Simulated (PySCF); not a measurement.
PySCF input file for GeHFCl2, SMILES [F][GeH]([Cl])[Cl], PBE0/pcSseg-1. Coordinates come from a PBE-D3(BJ)/def2-SVP optimisation.

```python
import numpy as np
from pyscf import gto, scf, dft
from pyscf.prop.nmr import rks as nmr

mol = gto.M(
    atom='''
    Ge    0.33446464   -0.32368013    0.00000000
    F    -0.63776470   -1.77214045    0.00000001
    Cl   -0.19953422    0.79496363   -1.75565879
    Cl   -0.19953422    0.79496364    1.75565879
    H     1.82117718   -0.72173566   -0.00000000
    ''',
    basis='pcSseg-1',
    charge=0,
    spin=0,
    max_memory=1600,
    verbose=3,
)
mf = dft.RKS(mol, xc='pbe0')
mf.grids.level = 3
mf.conv_tol = 1e-10
mf.max_cycle = 100
mf.kernel()
n = nmr.NMR(mf)
n.verbose = 2
n.max_cycle_cphf = 60
sigma = n.kernel()
print('atom   isotropic/ppm   span/ppm')
for i, s in enumerate(sigma):
    w = np.linalg.eigvalsh((s + s.T) / 2)
    print(f'{mol.atom_symbol(i):2s}{i + 1:3d} {w.mean():14.3f} {w[2] - w[0]:11.3f}')
```

Log of the run:

```
converged SCF energy = -3097.04274973083
atom   isotropic/ppm   span/ppm
Ge  1       1246.232      77.224
F   2        286.792     143.205
Cl  3        799.690     361.966
Cl  4        799.690     361.966
H   5         24.360      19.095
```

Self-consistency was reached.
